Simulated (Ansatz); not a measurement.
Start from `[OH][Al]([OH])[OH]` and change one atom or group to get `O[SiH2][Al]([OH])[OH]`.

Ansatz, PBE0-D4/def2-TZVP geometries, multiplicity 1. Each molecule was computed in one conformer, which needn't be the lowest.

| property | `[OH][Al]([OH])[OH]` |
| --- | --- |
| HOMO energy (PBE/def2-TZVPP) / eV | -7.30 |
| LUMO energy (PBE0/def2-TZVPP) / eV | -0.44 |
| size of the dipole moment (PBE/def2-TZVPP) / D | 0.00 |
| LUMO energy (B3LYP/def2-TZVPP) / eV | -0.79 |
| HOMO–LUMO gap (PBE0/def2-TZVPP) / eV | 8.59 |
| HOMO energy (ωB97M-V/def2-TZVPP) / eV | -11.53 |

Question: Give the same properties after the change, and the shifts. (An estimate is asked.)

Answer: Ansatz gave: 
```csv
property,`O[SiH2][Al]([OH])[OH]`,shift
HOMO energy (PBE/def2-TZVPP) / eV,-6.50,0.80
LUMO energy (PBE0/def2-TZVPP) / eV,-0.69,-0.25
size of the dipole moment (PBE/def2-TZVPP) / D,3.57,3.57
LUMO energy (B3LYP/def2-TZVPP) / eV,-0.86,-0.07
HOMO–LUMO gap (PBE0/def2-TZVPP) / eV,6.97,-1.62
HOMO energy (ωB97M-V/def2-TZVPP) / eV,-9.71,1.82
```

With PBE0 the HOMO rises by 1.37 eV and the LUMO falls by 0.25 eV, so the gap narrows by about 1.62 eV. PBE moves the HOMO by 0.80 eV and ωB97M-V by 1.82 eV.

B3LYP here is the variant with VWN-RPA as its local correlation; programs differ in this.
